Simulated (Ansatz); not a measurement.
The cluster MoS₂⁻, relaxed as a doublet with UKS PBE0-D4/def2-TZVPD in Ansatz, starting from the GFN2-xTB geometry. Force threshold 0.02 eV/Å.

In the def2 sets Mo takes a core potential; there is no spin–orbit coupling. The charge -1 doublet is spin-contaminated (final ⟨S²⟩ up to 1.76, 0.75 for a pure state). At PBE0-D4/def2-TZVPD a quartet of charge -1 lies 0.66 eV below the doublet, each at its own geometry. The structure comes from a short search, and lower isomers may exist.

Start:

```xyz
3

Mo    0.021    0.071   -0.027
S     1.902   -0.226    0.967
S    -1.923    0.155   -0.939
```

```json
{"step": "1", "energy (eV)": "-23522.0346", "largest force component (eV/Å)": "1.167", "SCF passes": "136"}
{"step": "2", "energy (eV)": "-23522.0946", "largest force component (eV/Å)": "0.460", "SCF passes": "239"}
{"step": "3", "energy (eV)": "-23522.1585", "largest force component (eV/Å)": "0.533", "SCF passes": "34"}
{"step": "4", "energy (eV)": "-23522.2413", "largest force component (eV/Å)": "0.993", "SCF passes": "36"}
{"step": "5", "energy (eV)": "-23522.2679", "largest force component (eV/Å)": "1.143", "SCF passes": "36"}
{"step": "6", "energy (eV)": "-23522.3425", "largest force component (eV/Å)": "0.044", "SCF passes": "35"}
{"step": "7", "energy (eV)": "-23522.3425", "largest force component (eV/Å)": "0.009", "SCF passes": "35"}
```

Force components are those of the run's own axes.

End:

```xyz
3

Mo    0.1553    0.5328   -0.2050
S     1.6748   -0.4413    0.9755
S    -1.8301   -0.0916   -0.7706
```

By distances, no bond broke or formed. The bond that changes most is Mo1–S3, from 2.15 to 2.16 Å (atoms count from 1).

No frequencies were taken in this run, so the end may be a saddle point.

Run time 32 s (4 threads of AMD EPYC 9B14 on a shared host).
